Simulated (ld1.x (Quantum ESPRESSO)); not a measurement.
**u(r) = r·R(r): atom against pseudo-atom (ytterbium (Yb))**

Columns: radius, all-electron u(r) and pseudo u(r) of the 5d shell (level -15.37 eV) of ytterbium in the configuration [Kr] 4d10 4f13 5s2 5p6 5d1 6s0 6p0; LDA (PZ), scalar-relativistic, PAW scheme, ld1.x (Quantum ESPRESSO) 7.5.

```tsv
r (bohr)	all-electron	pseudo
0.130	0.1878	0.0013
0.260	-0.0819	0.0104
0.390	-0.2816	0.0338
0.520	-0.2364	0.0753
0.650	-0.0692	0.1360
0.780	0.1225	0.2134
0.910	0.2948	0.3026
1.040	0.4336	0.3963
1.170	0.5379	0.4867
1.300	0.6121	0.5665
1.430	0.6611	0.6301
1.560	0.6901	0.6744
1.690	0.7033	0.6989
1.820	0.7042	0.7055
1.950	0.6956	0.6982
2.080	0.6798	0.6813
2.210	0.6587	0.6589
2.340	0.6335	0.6335
2.470	0.6056	0.6056
2.600	0.5758	0.5758
2.730	0.5450	0.5450
2.860	0.5138	0.5138
2.990	0.4825	0.4825
3.120	0.4517	0.4517
3.250	0.4216	0.4216
3.380	0.3924	0.3924
```

**Question.** How many radial nodes do the two functions have?

**Answer.** The all-electron 5d function has n − l − 1 = 2; the pseudo-wave has 0, since the states of the same l below it are removed with the core.

**Question.** At about which radius was the pseudo-wave matched?

**Answer.** 2.35 bohr. The columns agree to 0.0005 from 2.21 bohr on; several derivatives are matched, so the curves merge somewhat inside the radius.

**Question.** Where does each function peak?

**Answer.** Outermost all-electron maximum near 1.82 bohr, pseudo maximum near 1.82 bohr (to the table’s step).

**Question.** Is the pseudo-wave norm-conserving?

**Answer.** No, it belongs to a PAW set: the norm inside the radius is not constrained, and the difference is carried by the augmentation charge.
